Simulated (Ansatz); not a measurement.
Reaction (silylene formation by 1,1-elimination): `C[Se][SiH2]F` → `C[SeH]` + `F[SiH]`

Gas-phase electronic energies from Ansatz, PBE0-D4/def2-TZVP geometries. CCSD(T)/CBS adds triple-zeta CCSD(T) − MP2 to the extrapolated MP2 energy (def2 sets, frozen cores). This one scheme is used for every species. DFT in def2-TZVPP. B3LYP here is the variant with VWN-RPA as its local correlation; programs differ in this. For Se outer-core shells are correlated without core-valence functions, which leaves a few kJ/mol of doubt a bond. Scalar relativity is left out up to krypton. One conformer a species, not always the lowest.

`C[Se][SiH2]F`:

```xyz
9

C     0.061   -1.251    0.959
Se    1.172    0.361    0.815
Si   -0.035    1.202   -0.898
F     0.629    2.590   -1.325
H    -0.964   -0.987    1.209
H     0.099   -1.824    0.035
H     0.491   -1.839    1.767
H    -0.012    0.289   -2.068
H    -1.440    1.459   -0.494
```

`C[SeH]`:

Cartesian coordinates in Å:
```
C -0.276 0.401 -0.247
Se 1.078 -0.995 -0.121
H -1.272 -0.021 -0.135
H -0.175 0.827 -1.245
H -0.096 1.176 0.494
H 0.741 -1.388 1.253
```

`F[SiH]`:

```xyz
3

F     0.533   -0.455    1.024
Si   -0.697   -0.046    0.065
H     0.164    0.501   -1.090
```

Task: Is it downhill or uphill in electronic energy at CCSD(T)/CBS, and by how much? (Estimate.)

Result: Computed: Uphill: ΔE = +263.4 kJ/mol.

Task: What do these levels give: LDA (SPW92), r2SCANh-D4, r2SCAN0-D4, BHLYP-D4, ωB97M-V, revPBE, r2SCAN, B3LYP, BHLYP, CCSD/def2-SVP, HF/def2-QZVPP, HF/CBS(def2)? (Best estimate.)

Result: The calculation gave: LDA (SPW92) 279.2, r2SCANh-D4 282.6, r2SCAN0-D4 285.3, BHLYP-D4 267.9, ωB97M-V 251.4, revPBE 235.1, r2SCAN 278.4, B3LYP 237.7, BHLYP 254.6, CCSD/def2-SVP 234.1, HF/def2-QZVPP 247.7, HF/CBS(def2) 247.6 kJ/mol.

Largest T1 diagnostic among the species: 0.015.

Leaving LDA and LC-ωPBE aside and taking each functional with its dispersion term where it has one, the values, not all of them listed here, spread over 46.9 kJ/mol, from BLYP-D4 to r2SCAN0-D4. LDA lies +29.7 kJ/mol from PBE without D4. The D4 term adds +14.8 kJ/mol with B3LYP and +7.9 kJ/mol with PBE0; it sums over pairs of atoms, weighted by their polarisabilities, and B3LYP, whose exchange is more repulsive, gets the larger term. At CCSD(T), def2-SVP lies −27.4 kJ/mol from the extrapolated value and def2-TZVPP −10.2 kJ/mol.
